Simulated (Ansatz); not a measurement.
Ga₁₂As₁₂H₃₂, a nanocrystal cut from zinc blende GaAs (hydrogen-capped), 56 atoms. Hardware: 11 threads of AMD EPYC 7R13 on a shared host and a whole NVIDIA H100 80GB HBM3.

Single mean-field runs in STO-3G, def2-SVP, def2-TZVP are fitted with def2-universal-jkfit.

Q: How many basis functions does each of these Ansatz runs have, and roughly what does it cost? PBE-D4/def2-SVP, charge 1 doublet at the geometry of the charge 0 singlet, energy, from earlier orbitals; PBE-D4/def2-SVP, charge -1 doublet at the geometry of the charge 0 singlet, energy, from earlier orbitals; PBE0-D4/def2-SVP, charge -1 doublet at the geometry of the charge 0 singlet, energy; HF/STO-3G, charge 0 singlet, energy; r2SCANh-D4/def2-SVP, charge 1 doublet at the geometry of the charge 0 singlet, energy, from earlier orbitals; PBE-D4/def2-SVP, charge 0 triplet at the geometry of the charge 0 singlet, energy, from earlier orbitals; PBE0-D4/def2-SVP, charge 1 doublet at the geometry of the charge 0 singlet, energy; PBE0-D4/def2-TZVP, charge 0 singlet, energy, from earlier orbitals; PBE0-D4/def2-SVP, charge 0 singlet, energy, from earlier orbitals; PBE-D4/def2-TZVP, charge 0 singlet, energy, from earlier orbitals; PBE-D4/def2-SVP, charge 0 singlet, relaxation, 17 steps; r2SCAN-D4/def2-SVP, charge 0 singlet, energy and forces, from earlier orbitals.

A: Other jobs shared the machine, so times can vary by a factor of up to 3.

```csv
run,functions,fitting or Cholesky vectors,wall time,peak host memory (GiB)
"HF/STO-3G, charge 0 singlet, energy",464,6960,5 s,1.6
"r2SCAN-D4/def2-SVP, charge 0 singlet, energy and forces, from earlier orbitals",928,6960,8 s,1.9
"PBE-D4/def2-TZVP, charge 0 singlet, energy, from earlier orbitals",1344,6960,8 s,1.9
"PBE-D4/def2-SVP, charge -1 doublet at the geometry of the charge 0 singlet, energy, from earlier orbitals",928,6960,11 s,1.8
"PBE-D4/def2-SVP, charge 1 doublet at the geometry of the charge 0 singlet, energy, from earlier orbitals",928,6960,12 s,1.8
"PBE0-D4/def2-SVP, charge 0 singlet, energy, from earlier orbitals",928,6960,13 s,1.7
"PBE-D4/def2-SVP, charge 0 triplet at the geometry of the charge 0 singlet, energy, from earlier orbitals",928,6960,15 s,1.8
"PBE0-D4/def2-TZVP, charge 0 singlet, energy, from earlier orbitals",1344,6960,20 s,1.9
"PBE0-D4/def2-SVP, charge 1 doublet at the geometry of the charge 0 singlet, energy",928,6960,31 s,1.8
"PBE0-D4/def2-SVP, charge -1 doublet at the geometry of the charge 0 singlet, energy",928,6960,32 s,1.8
"r2SCANh-D4/def2-SVP, charge 1 doublet at the geometry of the charge 0 singlet, energy, from earlier orbitals",928,6960,39 s,2.3
"PBE-D4/def2-SVP, charge 0 singlet, relaxation, 17 steps",928,6960,77 s,1.9
```
